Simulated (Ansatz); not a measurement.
C₄H₆F₂ (SMILES FC(F)C1CC1), singlet, at a GFN2-xTB geometry; Ansatz (a program for electronic structure) with CAM-B3LYP/def2-TZVP.

The Ansatz input:
Ansatz 0.2 input:
```yaml
crystal:
  periodic: [false, false, false]
  atoms:
    - {symbol: F, position_ang: [0.80279630, 1.17873850, 0.56086435]}
    - {symbol: C, position_ang: [0.84753500, -0.16146357, 0.37154556]}
    - {symbol: F, position_ang: [1.77654622, -0.37212058, -0.60000156]}
    - {symbol: C, position_ang: [-0.49041249, -0.71824946, -0.03961939]}
    - {symbol: C, position_ang: [-1.73979658, -0.14059577, 0.55530287]}
    - {symbol: C, position_ang: [-1.41211990, 0.11400582, -0.88190056]}
    - {symbol: H, position_ang: [1.24012602, -0.61432161, 1.29766590]}
    - {symbol: H, position_ang: [-0.44217069, -1.78401974, -0.22088702]}
    - {symbol: H, position_ang: [-1.63076715, 0.67702374, 1.25122270]}
    - {symbol: H, position_ang: [-2.54445924, -0.81792732, 0.79492687]}
    - {symbol: H, position_ang: [-1.98783235, -0.38545529, -1.64508712]}
    - {symbol: H, position_ang: [-1.08021527, 1.10295705, -1.15757734]}
basis:
  gaussian:
    orbitals: def2-TZVP
hamiltonian:
  xc: cam_b3lyp
```

Q: Predict the main parts of the log of this Ansatz run.

A: 
```
Functional definition: CAM-B3LYP
1296 factors; their error is unknown
336 factors; integrals over basis functions are off by at most 1.0e-5 eV
mean field evaluation 1: about -9673.3099 eV, gradient 5.5e1 eV
mean field evaluation 2: about -9673.5951 eV, gradient 5.5e1 eV
mean field evaluation 4: about -9679.3376 eV, gradient 2.4e0 eV
mean field evaluation 8: about -9679.3519 eV, gradient 2.7e-2 eV
mean field evaluation 16: about -9679.3334 eV, gradient 1.8e-4 eV
mean field -9679.33342921 eV, -355.7089426356 hartree, gradient 3.9e-5 eV, S^2 0.000000; 0 other end points of the search recorded, 0 dependent functions left out
reference -9679.33354632 eV, -355.7089469392 hartree; 24, 24 occupied and 198, 198 virtual orbitals, 1296 factors
Total energy: -9679.33354632 eV, -355.7089469392 hartree
```
